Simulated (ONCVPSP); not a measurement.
**cadmium (Cd), ONCV: configuration errors across variants**

* Element: Cd
* Generator: ONCVPSP 4.0.1
* Type: optimised norm-conserving Vanderbilt (ONCV)
* Functional: PBEsol
* Relativity: scalar-relativistic
* Frozen core: [Ar] 3d10
* Valence charge: 20
* Reference configuration: 4s2 4p6 4d10 5s2
* Partial waves: 4s+5s: rc 1.50 bohr, ncon 3, nbas 7, qcut 10.7 1/bohr, 2 projectors; 4p: rc 1.45 bohr, ncon 4, nbas 9, qcut 9 1/bohr, 2 projectors, debl 1.4 Ha; 4d: rc 1.75 bohr, ncon 3, nbas 8, qcut 9.5 1/bohr, 2 projectors, debl 2.5 Ha
* Local potential: polynomial inside 0.95 bohr (lpopt 5, dvloc0 1 Ha)
* Core correction: Teter function, fcfact 2.75, rcfact 1.8

In the p channel the program set the typed energies aside and used -2.458, 0.250 Ha.

All-electron excitation energies from the reference (eV): (1) 4s2 4p6 4d10 5s1 9.309; (2) 4s2 4p6 4d10 5s0 26.406; (3) 4s2 4p6 4d9 5s0 64.404; (4) 4s2 4p6 4d9 5s2 17.975.

Errors AE − PS in meV (a dash: test not solved or not reliable):

```
      change   (1)   (2)    (3)   (4)  bound ghosts  GHOST(+) flags above zero
        base  -1.6  -5.3   -8.2  +3.3          none                          s
 d: qcut 5.9  -0.5  -0.3   -0.7   +38          none                          s
 d: qcut 7.2  -1.0  -2.7   -3.3   +19          none                       s, d
 d: qcut 8.8  -1.5  -4.7   -7.1  +6.5          none                          s
d: qcut 10.9  -1.7  -5.8   -9.9  -0.5          none                          s
d: qcut 12.4  -1.7  -5.8  -10.0  -0.6          none                          s
d: qcut 14.1  -1.7  -5.8   -9.9  -0.7          none                          s
```

Q: Give the same row for: d: qcut 10.2.

A: -1.7, -5.6, -9.2, +1.0; bound ghosts: none; GHOST(+) flags above zero: s.
